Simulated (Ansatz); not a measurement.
```yaml
crystal:
  periodic: [true, true, true]
  atoms:
    - {symbol: B, position_ang: [-0.658048, -2.096229, 0.196950]}
    - {symbol: O, position_ang: [-0.259043, -1.016329, 0.630737]}
    - {symbol: C, position_ang: [0.090564, 0.310354, 0.105224]}
    - {symbol: C, position_ang: [0.077636, 0.054908, -1.370403]}
    - {symbol: C, position_ang: [1.553139, 0.411782, 0.596568]}
    - {symbol: C, position_ang: [-0.720711, 1.406196, 0.657648]}
    - {symbol: H, position_ang: [-0.999680, -3.189881, 0.809326]}
    - {symbol: H, position_ang: [-0.772857, -2.181904, -1.258796]}
    - {symbol: H, position_ang: [-1.108364, -0.063385, -1.948430]}
    - {symbol: H, position_ang: [0.330656, 1.329906, -1.849811]}
    - {symbol: H, position_ang: [0.664105, -0.703462, -1.908118]}
    - {symbol: H, position_ang: [1.895001, 1.394269, 0.302917]}
    - {symbol: H, position_ang: [1.584069, 0.318130, 1.618558]}
    - {symbol: H, position_ang: [2.233087, -0.263721, 0.042415]}
    - {symbol: H, position_ang: [-0.881456, 1.237184, 1.895544]}
    - {symbol: H, position_ang: [-1.912220, 0.864873, 0.376260]}
    - {symbol: H, position_ang: [-0.747819, 2.118408, 0.467373]}
basis:
  gaussian: {orbitals: 6-31G}
magnetization: {spin_polarized: true, initial_magnetization: 2}
hamiltonian: {xc: {name: r2SCAN0}, dispersion: d3bj}
```

```sh
$ ansatz run in.yaml --threads 4 --pin off --events-out ev --progress --plain --max-ram 11315MiB
```

Shortened log:

```
Error: YAML parse error: error: line 2 column 3: crystal: missing field `lattice` (a structure is typed as `lattice` and `atoms`, a molecule's as `atoms` in Å alone, or read from a run's directory, `checkpoint`)
 --> <input>:2:3
1 | crystal:
2 |   periodic: [true, true, true]
3 |   atoms:
4 |     - {symbol: B, position_ang: [-0.658048, -2.096229, 0.196950]}
```

Question: What is wrong with this run?

Answer: The molecule is marked periodic without a cell. The input was rejected before any iteration.
